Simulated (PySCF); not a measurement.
H₉N₃Si₃.
Geometry (PBE0-D3(BJ)/def2-SVP, Å), atoms numbered from 1 in this order:
```xyz
15
H9N3Si3 angstrom
Si    -2.293    0.376    0.363
N     -1.452   -1.096   -0.052
Si     0.267   -1.268   -0.059
N      1.189   -0.300   -1.183
Si     2.004    0.595    0.071
N      1.058   -0.349    1.196
H     -3.621    0.382   -0.324
H     -2.543    0.528    1.832
H     -1.486    1.544   -0.097
H     -2.011   -1.926   -0.219
H      0.516   -2.738   -0.130
H      1.178   -0.226   -2.189
H      1.758    2.072    0.092
H      3.486    0.398    0.152
H      1.060   -0.429    2.202
```

The closed-shell ground state was solved at several levels (PySCF, density fitting, gas phase, non-relativistic).

```json
{"level": "PBE0/pcSseg-1", "basis functions": "168", "total energy (Eh)": "-1037.6733", "HOMO (eV)": "-7.02", "LUMO (eV)": "0.29", "gap (eV)": "7.31", "dipole (D)": "0.84"}
{"level": "CAM-B3LYP/def2-SVPD", "basis functions": "204", "total energy (Eh)": "-1037.8466", "HOMO (eV)": "-8.49", "LUMO (eV)": "0.92", "gap (eV)": "9.41", "dipole (D)": "0.82"}
```

Q: What might KT2/pcSseg-2 (363 basis functions) give for the same quantities?

A: Total energy -1048.6919 Eh, HOMO -5.84 eV, LUMO -1.03 eV, gap 4.81 eV, dipole 0.79 D.

Q: Over all these levels, which gives the widest orbital gap and which the narrowest?

A: CAM-B3LYP/def2-SVPD (range-separated hybrid) has the widest, 9.41 eV, and KT2/pcSseg-2 (GGA) the narrowest, 4.81 eV. Functional and basis both differ between the two, so the spread mixes both effects.

Q: How far do the dipole and the HOMO energy spread over the levels?

A: The dipole runs from 0.79 to 0.84 D (mean 0.81 D) and the HOMO from -8.49 to -5.84 eV.

One conformer stands for the species.
